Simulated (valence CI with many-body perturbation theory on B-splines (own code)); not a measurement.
## Basis-set convergence for Al VII

Computed by valence CI with perturbative core correlation (CI+MBPT): five valence electrons over a frozen Dirac-Fock core [He], a basis of 9 s, 9 p, 8 d, 6 f, 3 g, 1 h functions for each j, with the one-electron correlation potential Σ1, the two-electron term Σ2, the three-electron term Σ3, Breit, model QED; selected CI, second order for the rest, scaled by the run's own slope (own B-spline code, finite nucleus).

Set against measurement, 20 paired levels are off by 305 cm⁻¹ on average, the worst by 596. These come from a selection out of NIST levels in Kelleher and Podobedova, J. Phys. Chem. Ref. Data 37, 709 (2008); Martin and Zalubas, J. Phys. Chem. Ref. Data 8, 817 (1979). Levels without a partner in it may be off by more. Among the levels kept, up to 2400 cm⁻¹ of a level comes from second order outside the variational space, and about a tenth of that is noise between levels of different J, which matters for small intervals.

The reference run has the lowest level 2s2 2p3 4S°_3/2 and an ionisation energy of 241.721 eV. Its largest variational space holds 20831 state functions.

Changed runs:
A. basis 6 s, 6 p, 5 d, 3 f, 1 g
B. basis 5 s, 5 p, 4 d, 2 f

Excitation energies of the reference run in cm⁻¹, and shifts in cm⁻¹:

| Level | Reference | A | B |
| --- | --- | --- | --- |
| 2s2 2p3 2D°_3/2 | 62592 | +229 | +704 |
| 2s2 2p3 2D°_5/2 | 62640 | +248 | +722 |
| 2s2 2p3 2P°_1/2 | 94972 | +279 | +847 |
| 2s2 2p3 2P°_3/2 | 95240 | +270 | +834 |
| 2s 2p4 4P_5/2 | 280277 | +75 | +229 |
| 2s 2p4 4P_3/2 | 282744 | +69 | +224 |
| 2s 2p4 4P_1/2 | 284039 | +76 | +231 |
| 2s 2p4 2D_5/2 | 386268 | +312 | +970 |
| 2s 2p4 2D_3/2 | 386307 | +307 | +966 |
| 2s 2p4 2S_1/2 | 453656 | +423 | +1320 |
| 2s 2p4 2P_3/2 | 478276 | +354 | +1132 |
| 2s 2p4 2P_1/2 | 481238 | +364 | +1147 |
| Ionisation energy (eV) | 241.721 | -0.019 | -0.058 |
